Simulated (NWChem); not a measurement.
The numbers come from NWChem runs, not from measurements. System: ammonia borane (H6BN), charge 0, spin multiplicity 1, at a geometry optimised with B3LYP/def2-SVP. Level: RHF/cc-pVDZ.

Job file:

```
start mol
memory heap 200 mb stack 900 mb global 1100 mb
geometry units angstroms nocenter noautoz
  B      0.924952    -0.070347     0.000000
  N     -0.724072     0.055072     0.000000
  H      1.331774     1.082544     0.000000
  H      1.197490    -0.682996    -1.022285
  H      1.197490    -0.682996     1.022285
  H     -1.058213     0.558367     0.825339
  H     -1.166584    -0.867053     0.000000
  H     -1.058213     0.558367    -0.825339
  symmetry group Cs
end
basis spherical
  * library cc-pvdz
end
scf
  rhf
  nopen 0
  maxiter 100
  thresh 1e-7
  semidirect memsize 60000000 filesize 0
end
task scf energy
```

Part of the output:

```
             Northwest Computational Chemistry Package (NWChem) 7.3.0
             --------------------------------------------------------

                                NWChem Input Module
                                -------------------

 Scaling coordinates for geometry "geometry" by  1.889725989
 (inverse scale =  0.529177249)

 Turning off AUTOSYM since
 SYMMETRY directive was detected!

                             Geometry "geometry" -> ""
                             -------------------------

 Output coordinates in angstroms (scale by  1.889725989 to convert to a.u.)

  No.       Tag          Charge          X              Y              Z
 ---- ---------------- ---------- -------------- -------------- --------------
    1 B                    5.0000     0.92495200    -0.07034700     0.00000000
    2 N                    7.0000    -0.72407200     0.05507200     0.00000000
    3 H                    1.0000     1.33177400     1.08254400     0.00000000
    4 H                    1.0000     1.19749000    -0.68299600    -1.02228500
    5 H                    1.0000     1.19749000    -0.68299600     1.02228500
    6 H                    1.0000    -1.05821300     0.55836700     0.82533900
    7 H                    1.0000    -1.16658400    -0.86705300     0.00000000
    8 H                    1.0000    -1.05821300     0.55836700    -0.82533900

 Effective nuclear repulsion energy (a.u.)      40.4072154883

            Nuclear Dipole moment (a.u.)
            ----------------------------
        X                 Y               Z
 ---------------- ---------------- ----------------
     0.0000000000     0.0000037795     0.0000000000

      Symmetry information
      --------------------

 Group name             Cs
 Group number              2
 Group order               2
 No. of unique centers     6

      Symmetry unique atoms

     1    2    3    4    6    7


 Summary of "ao basis" -> "" (spherical)
 ------------------------------------------------------------------------------
       Tag                 Description            Shells   Functions and Types
 ---------------- ------------------------------  ------  ---------------------
 *                          cc-pvdz                   on all atoms

 Summary of "ao basis" -> "ao basis" (spherical)
 ------------------------------------------------------------------------------
       Tag                 Description            Shells   Functions and Types
 ---------------- ------------------------------  ------  ---------------------
 B                          cc-pvdz                  6       14   3s2p1d
 N                          cc-pvdz                  6       14   3s2p1d
 H                          cc-pvdz                  3        5   2s1p

                                 NWChem SCF Module
                                 -----------------

  ao basis        = "ao basis"
  functions       =    58
  atoms           =     8
  closed shells   =     9
  open shells     =     0
  charge          =   0.00
  wavefunction    = RHF
  use symmetry    = T
  symmetry adapt  = T

 Summary of "ao basis" -> "ao basis" (spherical)
 ------------------------------------------------------------------------------
       Tag                 Description            Shells   Functions and Types
 ---------------- ------------------------------  ------  ---------------------
 B                          cc-pvdz                  6       14   3s2p1d
 N                          cc-pvdz                  6       14   3s2p1d
 H                          cc-pvdz                  3        5   2s1p

      Symmetry analysis of basis
      --------------------------

        a'         38
        a"         20

 Forming initial guess at       0.0s

      Superposition of Atomic Density Guess
      -------------------------------------

 Sum of atomic energies:         -81.82864385

      Non-variational initial energy
      ------------------------------

 Total energy =     -82.933570
 1-e energy   =    -188.383918
 2-e energy   =      65.043133
 HOMO         =      -0.380825
 LUMO         =       0.065886

      Symmetry analysis of molecular orbitals - initial
      -------------------------------------------------

  Numbering of irreducible representations:

     1 a'          2 a"

  Orbital symmetries:

     1 a'          2 a'          3 a'          4 a'          5 a'
     6 a"          7 a'          8 a'          9 a"         10 a'
    11 a"         12 a'         13 a'         14 a'         15 a"
    16 a'         17 a'         18 a"         19 a'

 Starting SCF solution at       0.2s

 ----------------------------------------------
         Quadratically convergent ROHF

 Convergence threshold     :          1.000E-07
 Maximum no. of iterations :          100
 Final Fock-matrix accuracy:          1.000E-09
 ----------------------------------------------

              iter       energy          gnorm     gmax       time
             ----- ------------------- --------- --------- --------
                 1      -82.5851618362  6.43D-01  2.01D-01      0.2
                 2      -82.6211659280  1.56D-01  4.70D-02      0.3
                 3      -82.6235977655  8.16D-03  3.17D-03      0.3
                 4      -82.6236047673  2.42D-05  8.80D-06      0.3
                 5      -82.6236047673  1.69D-09  6.36D-10      0.4

       Final RHF  results
       ------------------

         Total SCF energy =    -82.623604767338
      One-electron energy =   -190.247015207167
      Two-electron energy =     67.216194951504
 Nuclear repulsion energy =     40.407215488325

        Time for solution =      0.1s

       Symmetry analysis of molecular orbitals - final
       -----------------------------------------------

  Numbering of irreducible representations:

     1 a'          2 a"

  Orbital symmetries:

     1 a'          2 a'          3 a'          4 a'          5 a"
     6 a'          7 a'          8 a'          9 a"         10 a'
    11 a"         12 a'         13 a'         14 a"         15 a'
    16 a'         17 a'         18 a"         19 a'

             Final eigenvalues
             -----------------

              1
    1  -15.6521
    2   -7.5356
    3   -1.2454
    4   -0.7212
    5   -0.7212
    6   -0.7079
    7   -0.5078
    8   -0.4081
    9   -0.4081
   10    0.1352
   11    0.2141
   12    0.2141
   13    0.2851
   14    0.3072
   15    0.3072
   16    0.3128
   17    0.4729
   18    0.4729
   19    0.5749

                       ROHF Final Molecular Orbital Analysis
                       -------------------------------------

 Vector    7  Occ=2.000000D+00  E=-5.077859D-01  Symmetry=a'
              MO Center=  5.2D-01, -3.9D-02,  1.3D-15, r^2= 2.2D+00
   Bfn.  Coefficient  Atom+Function         Bfn.  Coefficient  Atom+Function
  ----- ------------  ---------------      ----- ------------  ---------------
    18      0.383671  2 N  px                21      0.253387  2 N  px
     4     -0.242155  1 B  px                17      0.182442  2 N  s
    29     -0.171936  3 H  s                 34     -0.171934  4 H  s
    39     -0.171934  5 H  s                  2     -0.166970  1 B  s

 Vector    8  Occ=2.000000D+00  E=-4.080560D-01  Symmetry=a'
              MO Center=  1.1D+00,  2.7D-01,  1.1D-12, r^2= 1.8D+00
   Bfn.  Coefficient  Atom+Function         Bfn.  Coefficient  Atom+Function
  ----- ------------  ---------------      ----- ------------  ---------------
     5      0.371561  1 B  py                29      0.358165  3 H  s
    30      0.232831  3 H  s                 34     -0.179083  4 H  s
    39     -0.179083  5 H  s                  8      0.150423  1 B  py

 Vector    9  Occ=2.000000D+00  E=-4.080555D-01  Symmetry=a"
              MO Center=  1.0D+00, -4.4D-01,  4.5D-13, r^2= 1.8D+00
   Bfn.  Coefficient  Atom+Function         Bfn.  Coefficient  Atom+Function
  ----- ------------  ---------------      ----- ------------  ---------------
     6      0.372633  1 B  pz                34     -0.310179  4 H  s
    39      0.310179  5 H  s                 35     -0.201641  4 H  s
    40      0.201641  5 H  s                  9      0.150856  1 B  pz

 Vector   10  Occ=0.000000D+00  E= 1.352414D-01  Symmetry=a'
              MO Center= -1.1D+00,  8.6D-02, -1.3D-15, r^2= 4.0D+00
   Bfn.  Coefficient  Atom+Function         Bfn.  Coefficient  Atom+Function
  ----- ------------  ---------------      ----- ------------  ---------------
    17      1.299395  2 N  s                  3      0.911121  1 B  s
    45     -0.729493  6 H  s                 50     -0.729471  7 H  s
    55     -0.729493  8 H  s                 21     -0.370635  2 N  px
    30     -0.284309  3 H  s                 35     -0.284304  4 H  s
    40     -0.284304  5 H  s

 Vector   11  Occ=0.000000D+00  E= 2.140534D-01  Symmetry=a"
              MO Center= -1.1D+00,  7.2D-01, -7.4D-13, r^2= 3.8D+00
   Bfn.  Coefficient  Atom+Function         Bfn.  Coefficient  Atom+Function
  ----- ------------  ---------------      ----- ------------  ---------------
    45      1.460359  6 H  s                 55     -1.460359  8 H  s
    23     -0.897190  2 N  pz                20     -0.294973  2 N  pz

 Vector   12  Occ=0.000000D+00  E= 2.140544D-01  Symmetry=a'
              MO Center= -1.2D+00, -5.4D-01, -2.8D-12, r^2= 3.8D+00
   Bfn.  Coefficient  Atom+Function         Bfn.  Coefficient  Atom+Function
  ----- ------------  ---------------      ----- ------------  ---------------
    50      1.686286  7 H  s                 22      0.894610  2 N  py
    45     -0.843129  6 H  s                 55     -0.843129  8 H  s
    19      0.294123  2 N  py

 center of mass
 --------------
 x =   0.02987783 y =  -0.00227101 z =   0.00000000

 moments of inertia (a.u.)
 ------------------
          25.296900452813           5.861215523237           0.000000000000
           5.861215523237         101.913816503195           0.000000000000
           0.000000000000           0.000000000000         102.359551838293

  Mulliken analysis of the total density
  --------------------------------------

    Atom       Charge   Shell Charges
 -----------   ------   -------------------------------------------------------
    1 B    5     4.99   2.00  0.53  0.28  1.54  0.52  0.11
    2 N    7     7.02   2.00  0.76  0.56  2.39  1.29  0.02
    3 H    1     1.14   0.75  0.38  0.01
    4 H    1     1.14   0.75  0.38  0.01
    5 H    1     1.14   0.75  0.38  0.01
    6 H    1     0.85   0.71  0.09  0.06
    7 H    1     0.85   0.71  0.09  0.06
    8 H    1     0.85   0.71  0.09  0.06

       Multipole analysis of the density wrt the origin
       ------------------------------------------------

     L   x y z        total         open         nuclear
     -   - - -        -----         ----         -------
     0   0 0 0     -0.000000      0.000000     18.000000

     1   1 0 0     -2.224808      0.000000      0.000000
     1   0 1 0      0.169210      0.000000      0.000004
     1   0 0 1     -0.000000      0.000000      0.000000

     2   2 0 0    -12.297522      0.000000     57.814735
     2   1 1 0      0.019623      0.000000     -3.459578
     2   1 0 1      0.000000      0.000000      0.000000
     2   0 2 0    -12.040649      0.000000     12.592183
     2   0 1 1     -0.000000      0.000000      0.000000
     2   0 0 2    -12.039194      0.000000     12.329107

 Task  times  cpu:        0.4s     wall:        0.4s

 Total times  cpu:        0.4s     wall:        0.4s
```
